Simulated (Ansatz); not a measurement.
Single points on AgSe₂.

```yaml
crystal:
  periodic: [false, false, false]
  atoms:
    - {symbol: Ag, position_ang: [-0.996311, -1.169433, -0.263747]}
    - {symbol: Se, position_ang: [0.372545, 0.429175, 1.295551]}
    - {symbol: Se, position_ang: [0.623776, 0.740258, -1.031804]}
basis:
  gaussian: {orbitals: def2-TZVP, initial_orbitals: start.molden}
magnetization: {spin_polarized: true, initial_magnetization: 1}
hamiltonian: {xc: r2scan, dispersion: d4}
scf: {omitted_lower_state_checks: [starts]}
output: {orbitals: {seedname: orbitals}}
```

The file start.molden holds the orbitals of an earlier run on this structure, at another level or in another basis.

```sh
$ ansatz run in.yaml --threads 4 --pin off --events-out ev --progress --plain --max-ram 3916MiB
```

It prints (some lines left out):

```
Functional definition: r2SCAN
1127 factors; their error is unknown
mean field evaluation 1: about -134700.5517 eV, gradient 6.2e0 eV
mean field evaluation 2: about -134700.6071 eV, gradient 1.1e-1 eV
mean field evaluation 4: about -134700.5523 eV, gradient 7.8e-4 eV
mean field evaluation 8: about -134700.5523 eV, gradient 2.3e-5 eV
mean field -134700.55225469 eV, -4950.1539920461 hartree, gradient 5.5e-6 eV, S^2 0.755893; 0 other end points of the search recorded, 0 dependent functions left out
reference -134700.55227259 eV, -4950.1539927042 hartree; 44, 43 occupied and 92, 93 virtual orbitals, 1127 factors
Total energy: -134700.57533486 eV, -4950.1548402269 hartree
Checks for a lower state left out: starts
```

It took 7 s on 4 threads of Arm Neoverse V2 on a shared host.

The first input with `hamiltonian: {xc: {name: B2PLYP}}` and without the key `output` (abridged; 7 s):

```
Functional definition: B2PLYP
mean field -134666.58004451 eV, -4948.9055363493 hartree, gradient 2.7e-6 eV, S^2 0.762624
18 core orbitals not correlated: weight in the atoms' cores, before any rotation towards them, 1.000 or more for the frozen orbitals, at most 0.000 for the correlated occupied ones
second order -32.23889952 eV of doubles, -0.00000000 eV of singles
Total energy: -134675.28468028 eV, -4949.2254258137 hartree
Checks for a lower state left out: starts
```

As the first input, with `gaussian: {orbitals: def2-SVP, initial_orbitals: start.molden}`, `correlation: {method: ccsd_t}`, `scf: {omitted_lower_state_checks: [starts, cluster_reference]}` and without the key `hamiltonian` (abridged; 11 s):

```
Functional definition: HF
mean field -134566.03301600 eV, -4945.2105012049 hartree, gradient 2.8e-6 eV, S^2 0.773234
18 core orbitals not correlated: weight in the atoms' cores, before any rotation towards them, 1.000 or more for the frozen orbitals, at most 0.000 for the correlated occupied ones
second order -21.49007939 eV of doubles, -0.00000000 eV of singles
cycle   1  -20.47642023 eV  change     1.0e0 eV  update   1.2e-1
cycle   2  -20.99619004 eV  change   -5.2e-1 eV  update   3.7e-2
cycle   3  -21.09307914 eV  change   -9.7e-2 eV  update   2.3e-2
cycle   4  -21.07320198 eV  change    2.0e-2 eV  update   8.6e-3
cycle   5  -21.07204546 eV  change    1.2e-3 eV  update   4.5e-3
cycle   6  -21.07628401 eV  change   -4.2e-3 eV  update   1.7e-3
cycle   7  -21.07565532 eV  change    6.3e-4 eV  update   8.5e-4
cycle   8  -21.07548216 eV  change    1.7e-4 eV  update   3.6e-4
cycle   9  -21.07574262 eV  change   -2.6e-4 eV  update   1.4e-4
cycle  10  -21.07565436 eV  change    8.8e-5 eV  update   6.2e-5
cycle  11  -21.07566927 eV  change   -1.5e-5 eV  update   3.0e-5
perturbative correction -0.68913317 eV, -0.0253251769 hartree
Total energy: -134587.79781844 eV, -4946.0103429417 hartree
Checks for a lower state left out: starts, cluster_reference
```

As the first input, with `hamiltonian: {xc: pbe0, dispersion: d4}` (abridged; 6.5 s):

```
Functional definition: PBE0
mean field evaluation 16: about -134684.2472 eV, gradient 5.2e-6 eV
mean field -134684.24717031 eV, -4949.5547912474 hartree, gradient 5.2e-6 eV, S^2 0.756460
Total energy: -134684.35697982 eV, -4949.5588266724 hartree
Checks for a lower state left out: starts
```

As the first input, with `hamiltonian: {xc: pbe, dispersion: d4}`, `output: {forces: true, orbitals: {seedname: orbitals}}` (abridged; 2.7 s):

```
Functional definition: PBE
mean field -134680.72483203 eV, -4949.4253477028 hartree, gradient 1.5e-5 eV, S^2 0.752837
Total energy: -134680.85529424 eV, -4949.4301421007 hartree
Atom 0 force     0.207704     0.243794     0.054948 eV/Å
Atom 1 force    -0.110423    -0.130035     0.033615 eV/Å
Atom 2 force    -0.097281    -0.113759    -0.088563 eV/Å
Dipole moment:    -0.465620    -0.546526    -0.123279 e Å
Checks for a lower state left out: starts
```

The first input with `hamiltonian: {xc: {name: LC-wPBE}}` (abridged; 7.5 s):

```
Functional definition: LC-wPBE
mean field -134682.05139532 eV, -4949.4740980046 hartree, gradient 9.8e-6 eV, S^2 0.762914
Total energy: -134682.05139532 eV, -4949.4740980048 hartree
Checks for a lower state left out: starts
```

Geometry: B3LYP-D4/def2-TZVP.

In the def2 sets Ag takes a core potential; there is no spin–orbit coupling. LC-ωPBE has ω = 0.4 bohr⁻¹. Correlated methods freeze 18 core orbitals; core or outer-core shells of Ag, Se are correlated, in sets that lack core-valence functions. Another isomer (doublet) lies 0.09 eV lower at PBE0-D4/def2-TZVP; other spin states weren't run for this one.
